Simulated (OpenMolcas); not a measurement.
# Mn2+, Tc2+, Re2+: d5 down the group

```yaml
Program: OpenMolcas 26.06
Method: SS-RASPT2, IPEA 0.25 Eh, imaginary shift 0.1 Eh
Basis: ANO-RCC-VQZP
Scalar_Hamiltonian: DKH2, point nucleus
Spin-orbit_coupling: state interaction with AMFI integrals over the reference wave functions, term energies averaged over their components
```

Active space for each ion: 11 electrons in 8 orbitals (RAS1 p, at most 2 holes; RAS2 d); closed shells correlated by CASPT2: Mn2+ 3s; Tc2+ 4s; Re2+ 5s.

Computed levels in cm-1 above 6S 5/2:

| Level | Mn2+ | Tc2+ | Re2+ |
| --- | --- | --- | --- |
| 4G 7/2 | 27290 | 20310 | 18500 |
| 4G 11/2 | 27290 | 20360 | 19310 |
| 4G 9/2 | 27300 | 20410 | 19860 |
| 4P 1/2 | 30180 | 23290 | 21110 |
| 4D 7/2 | 33190 | 24300 | 23170 |
| 4D 1/2 | 33220 | 24870 | 25960 |
| 2I 11/2 | 39660 | 29580 | 27950 |
| 2I 13/2 | 39700 | 29930 | 30290 |
| 2F 7/2(1) | 43950 | 34380 | 37980 |
| weight of 6S in the lowest level (%) | 100 | 99 | 90 |

Mixed levels, with the weight of the term that names them: Tc2+ 2F 7/2(1) (74 %), Re2+ 4G 7/2 (71 %), Re2+ 4P 1/2 (60 %), Re2+ 4D 7/2 (74 %), Re2+ 4D 1/2 (64 %), Re2+ 2F 7/2(1) (56 %).

Measured, with the error of the calculation in %. Measured levels: Mn2+ from Corliss and Sugar, J. Phys. Chem. Ref. Data 6, 1253 (1977); Re2+ from the list in Brasseur, Gamrath and Quinet, At. Data Nucl. Data Tables 157, 101636 (2024).

```json
{"Level": "4G 7/2", "Mn2+": "26860 (+1.6)", "Re2+": "16890 (+9.5)"}
{"Level": "4G 11/2", "Mn2+": "26824 (+1.7)", "Re2+": "18020 (+7.1)"}
{"Level": "4G 9/2", "Mn2+": "", "Re2+": "18346 (+8.2)"}
{"Level": "4D 7/2", "Mn2+": "32307 (+2.7)", "Re2+": "20453 (+13.3)"}
{"Level": "4D 1/2", "Mn2+": "32369 (+2.6)", "Re2+": ""}
{"Level": "2I 11/2", "Mn2+": "39174 (+1.2)", "Re2+": "26170 (+6.8)"}
{"Level": "2I 13/2", "Mn2+": "39176 (+1.3)", "Re2+": "28588 (+6.0)"}
{"Level": "2F 7/2(1)", "Mn2+": "42606 (+3.1)", "Re2+": ""}
```

Without spin-orbit coupling 4G lies 27290, 20340, 19030 cm-1 above 6S in that order; the difference to the level 4G 7/2, of either sign, comes from spin-orbit coupling, which also lowers the zero.

Term energies are means over components that CASPT2 splits; among the terms shown or strongly mixed into the levels shown the widest spread is 410 cm-1 (5d5 2G(1), Re2+). Active for correlation alone: 3p; no level in the range computed is led by a configuration that opens it, so any true level of that kind is missing (holds for Mn2+). Active for correlation alone: 4p; no level in the range computed is led by a configuration that opens it, so any true level of that kind is missing (holds for Tc2+). Some levels mix across a computed gap that differs much from the measured one, so their mixing is not that of the real levels (holds for Re2+). Active for correlation alone: 5p; no level in the range computed is led by a configuration that opens it, so any true level of that kind is missing (holds for Re2+). Measured partners are found by configuration, term and J. A level has none where our copy of the source lacks it or the pairing is in doubt (some pairs that miss far off the trend of their configuration count as doubtful), and it then counts in no deviation. Levels of configurations outside the active space are missing.

A number in round brackets counts repeated terms of one configuration in the order of the reference energies.
